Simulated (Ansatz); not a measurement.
C2H5BOS2. Total charge 0; spin multiplicity 1. The bonds changed during the relaxation, so this is another structure than the one it started from.

```xyz
11

B     1.169    0.376   -0.519
C     0.546    1.741    0.055
O     0.500    2.874   -0.243
S    -0.223    1.068    1.731
S     0.339   -0.722    0.908
C    -1.161   -1.326    0.121
H     2.360    0.345   -0.352
H     0.790    0.011   -1.599
H    -1.860   -1.647    0.891
H    -0.868   -2.179   -0.495
H    -1.591   -0.542   -0.499
```

Task: List the harmonic frequencies (cm⁻¹, unscaled) at PBE0-D4/def2-TZVP in Ansatz. (Best estimate.)

Result: Ansatz gave: 65, 182, 226, 249, 272, 382, 410, 485, 536, 567, 716, 744, 834, 871, 973, 989, 1023, 1130, 1341, 1444, 1455, 1936, 2534, 2599, 3066, 3166, 3186.

Task: Is this a minimum?

Result: Yes, all 27 modes are real.

Task: Give the ideal-gas thermochemistry at 298.15 K and 1 bar (rigid rotor, harmonic oscillator; point group C1, symmetry number 1).

Result: Zero-point energy 187.7 kJ/mol; H(298) − E = 209.7 kJ/mol; entropy 355.0 J/(mol·K), of which translation 168.6, rotation 115.9, vibration 70.5; G(298) − E = 103.8 kJ/mol. Modes under 100 cm⁻¹ are hindered rotations or soft bends, so the harmonic entropy is rough.
